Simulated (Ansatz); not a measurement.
`c1csc(-c2cnc(-c3cnc(-c4cncs4)s3)s2)n1`, 26 atoms. Hardware: 2 threads of AMD EPYC 7R13 on a shared host and a share (18 GiB) of an NVIDIA H100 80GB HBM3.

Correlated methods freeze 36 core orbitals. Single mean-field runs in def2-TZVP are fitted with def2-universal-jkfit.

Problem. How many basis functions does each of these Ansatz runs have, and roughly what does it cost? PBE-D4/def2-TZVP, charge -1 doublet at the geometry of the charge 0 singlet, energy, from earlier orbitals; CCSD(T)/def2-SVP, charge 0 singlet, energy, from earlier orbitals; PBE-D4/def2-TZVP, charge 0 singlet, energy and forces, from earlier orbitals; BLYP-D4/def2-TZVP, charge 1 doublet at the geometry of the charge 0 singlet, energy, from earlier orbitals; HF/STO-3G, charge 0 singlet, energy; PBE-D4/def2-TZVP, charge 0 triplet at the geometry of the charge 0 singlet, energy, from earlier orbitals; BLYP-D4/def2-TZVP, charge 0 singlet, energy and forces, from earlier orbitals; PBE0-D4/def2-TZVP, charge 0 triplet at the geometry of the charge 0 singlet, energy; PBE0-D4/def2-TZVP, charge -1 doublet at the geometry of the charge 0 singlet, energy; PBE-D4/def2-SVP, charge 0 singlet, energy, from earlier orbitals; PBE0-D4/def2-TZVP, charge 1 doublet, energy, from earlier orbitals; B97M-V/def2-TZVP, charge 0 singlet, energy, from earlier orbitals.

Solution. Other jobs shared the machine, so times can vary by a factor of up to 3. A dash marks memory too small to be measured apart from the calling script's.

```
                                                                                                       run  functions  fitting or Cholesky vectors  wall time  peak host memory (GiB)
                                                                       HF/STO-3G, charge 0 singlet, energy        122                         1635        6 s                       –
                             BLYP-D4/def2-TZVP, charge 0 singlet, energy and forces, from earlier orbitals        680                         1828      7.5 s                       –
                              PBE-D4/def2-TZVP, charge 0 singlet, energy and forces, from earlier orbitals        680                         1828        9 s                       –
                                          PBE-D4/def2-SVP, charge 0 singlet, energy, from earlier orbitals        326                         3752       10 s                       –
BLYP-D4/def2-TZVP, charge 1 doublet at the geometry of the charge 0 singlet, energy, from earlier orbitals        680                         1828       11 s                       –
                                         B97M-V/def2-TZVP, charge 0 singlet, energy, from earlier orbitals        680                         1828       11 s                     1.2
                                        PBE0-D4/def2-TZVP, charge 1 doublet, energy, from earlier orbitals        680                         1828       11 s                       –
 PBE-D4/def2-TZVP, charge 0 triplet at the geometry of the charge 0 singlet, energy, from earlier orbitals        680                         1828       11 s                       –
PBE-D4/def2-TZVP, charge -1 doublet at the geometry of the charge 0 singlet, energy, from earlier orbitals        680                         1828       11 s                       –
                      PBE0-D4/def2-TZVP, charge -1 doublet at the geometry of the charge 0 singlet, energy        680                         1828       15 s                     1.2
                       PBE0-D4/def2-TZVP, charge 0 triplet at the geometry of the charge 0 singlet, energy        680                         1828       21 s                     1.3
                                         CCSD(T)/def2-SVP, charge 0 singlet, energy, from earlier orbitals        326                         3284       55 s                       3
```
